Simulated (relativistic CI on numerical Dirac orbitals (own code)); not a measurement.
**Crystal-field levels of Pt5+, 5d5**

Calculated by Dirac-Coulomb-Breit CI, orbitals from a KLI potential per configuration, a model potential for QED, valence Slater integrals scaled by 0.8, one configuration in a parametric crystal field (own radial code).

Field parameters in Wybourne normalisation: D3d B²₀ = −7Dσ, B⁴₀ = −14Dq − 21Dτ, B⁴₃ = −14√(10/7) Dq. The field is a parameter set, without covalency.

S and J are read from ⟨S²⟩ = S(S + 1) and ⟨J²⟩ = J(J + 1) of each level; they are not fictitious spins.

D3d, 10Dq = 44400, Dσ = -1200, Dτ = -210 cm⁻¹, the lowest 16 levels:

| E (cm⁻¹) | Degeneracy | Irrep | S | J |
| --- | --- | --- | --- | --- |
| 0.0 | 2 | Γ4 | 0.61 | 4.26 |
| 9596 | 2 | Γ4 | 0.59 | 4.31 |
| 12227 | 2 | Γ5+Γ6 | 0.61 | 4.30 |
| 30937 | 2 | Γ4 | 1.50 | 3.73 |
| 30941 | 2 | Γ5+Γ6 | 1.50 | 3.73 |
| 34463 | 2 | Γ4 | 1.57 | 3.62 |
| 35690 | 2 | Γ5+Γ6 | 1.48 | 3.51 |
| 36940 | 2 | Γ4 | 1.47 | 3.40 |
| 38603 | 2 | Γ4 | 1.47 | 3.30 |
| 40915 | 2 | Γ4 | 1.40 | 3.67 |
| 41610 | 2 | Γ5+Γ6 | 1.35 | 3.73 |
| 43198 | 2 | Γ4 | 1.20 | 3.84 |
| 43406 | 2 | Γ5+Γ6 | 1.20 | 4.14 |
| 43574 | 2 | Γ4 | 1.26 | 3.95 |
| 44023 | 2 | Γ4 | 1.35 | 3.91 |
| 45186 | 2 | Γ4 | 0.95 | 4.40 |

Principal g values of the ground doublet: 1.16, 2.51, 2.51.

D3d, 10Dq = 44400, Dσ = 1200, Dτ = -210 cm⁻¹, the lowest 16 levels:

```csv
E (cm⁻¹),Degeneracy,Irrep,S,J
0.0,2,Γ4,0.62,4.26
9791,2,Γ5+Γ6,0.59,4.30
10907,2,Γ4,0.60,4.30
30869,2,Γ5+Γ6,1.50,3.70
31154,2,Γ4,1.51,3.75
34597,2,Γ4,1.58,3.64
36041,2,Γ4,1.48,3.52
36831,2,Γ5+Γ6,1.47,3.44
38238,2,Γ4,1.48,3.19
41542,2,Γ4,1.37,3.82
41928,2,Γ4,1.30,3.68
42250,2,Γ5+Γ6,1.33,3.83
42386,2,Γ4,1.35,3.78
42856,2,Γ5+Γ6,1.31,3.81
43264,2,Γ4,1.36,3.60
45080,2,Γ4,0.79,4.76
```

Principal g values of the ground doublet: 2.07, 2.23, 2.23.

D3d, 10Dq = 44400, Dσ = 980, Dτ = -210 cm⁻¹, the lowest 10 levels:

```tsv
E (cm⁻¹)	Degeneracy	Irrep	S	J
0.0	2	Γ4	0.62	4.26
9978	2	Γ5+Γ6	0.59	4.30
10722	2	Γ4	0.60	4.30
30873	2	Γ5+Γ6	1.51	3.70
31138	2	Γ4	1.51	3.74
34639	2	Γ4	1.58	3.64
36178	2	Γ4	1.48	3.52
36700	2	Γ5+Γ6	1.47	3.45
38170	2	Γ4	1.48	3.18
41622	2	Γ4	1.38	3.81
```

Principal g values of the ground doublet: 2.02, 2.26, 2.26.

Levels of this model without a field, named by their leading LS term (the scale mimics covalency, so terms lie below those of the real free ion): 6S_5/2 0, 4G_5/2 16584, 4G_7/2 23167, 4D_3/2 24195, 4G_11/2 24459, 4G_5/2 25571, 4G_9/2 25937, 4P_1/2 28078 cm⁻¹.
